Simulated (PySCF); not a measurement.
**Basis-set dependence of SbCl at CCSD(T)**

PySCF, UHF reference; triplet, unpaired electrons π ↑↑; De to Sb + Cl without counterpoise correction. Frozen cores follow the default of each basis and core potential.

```csv
basis,relativity,functions,Re (Å),ωe (cm⁻¹),De (eV),frozen orbitals
cc-pVDZ-PP/cc-pV(D+d)Z,scalar-relativistic core potentials,46,2.393,355,2.39,9
x2c-SVPall,spin-free X2C,54,2.395,359,2.40,23
def2-TZVPP,scalar-relativistic core potentials,92,2.345,373,2.87,9
def2-TZVPPD,scalar-relativistic core potentials,107,2.349,369,2.90,9
```

Question: How does each smaller set differ from the one with most functions, def2-TZVPPD?

Answer: cc-pVDZ-PP/cc-pV(D+d)Z: +4.4 pm, -3.8 % in ωe, -0.51 eV in De; x2c-SVPall: +4.6 pm, -2.7 % in ωe, -0.50 eV in De; def2-TZVPP: -0.4 pm, +1.1 % in ωe, -0.03 eV in De. All at CCSD(T); the set with most functions is neither the basis-set limit nor always the best. The rows treat relativity differently, so the differences are not basis effects alone.

Correlated steps freeze the inner cores (9 to 23 orbitals); shallow outer-core shells are correlated. Correlated levels converge slowly with the basis: in double zeta they bind strong bonds too weakly, by up to about 1 eV, and carry superposition errors of some tenths. These are scalar-relativistic numbers at best; spin–orbit coupling would shift them, the dissociation energy most. The state is the lowest determinant that a PBE0 search found; another state may lie lower at other levels.
